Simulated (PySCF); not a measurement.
## Working out the ionisation energy of As

As [Ar] 3d10 4s2 4p3 (4S) → As⁺ [Ar] 3d10 4s2 4p2 (3P). All numbers are calculated (PySCF 2.14, the spin-free X2C one-electron Hamiltonian (Gaussian nucleus), in ANO-RCC-VTZP). Frozen: [Ne]. Energies in hartree (1 hartree = 27.21139 eV):

| part | As (lower) | As⁺ (upper) |
| --- | --- | --- |
| UHF | -2259.018463 | -2258.672289 |
| CCSD correlation | -0.157678 | -0.139736 |
| (T) | -0.006641 | -0.005252 |

Q: What does Hartree-Fock give?

A: (-2258.672289) − (-2259.018463) = 0.346174 hartree = 9.420 eV.

Q: What do CCSD and CCSD(T) give?

A: The CCSD correlation energies differ by 0.017942 hartree = 0.488 eV and the triples by 0.001389 hartree = 0.038 eV, so CCSD gives 9.908 eV and CCSD(T) 9.946 eV.

Measured between the centres of the two terms (NIST): 10.008 eV, so CCSD(T) (valence and next inner shell) is off by -0.062 eV.

What remains against the reference includes basis incompleteness, the frozen core and higher excitations.
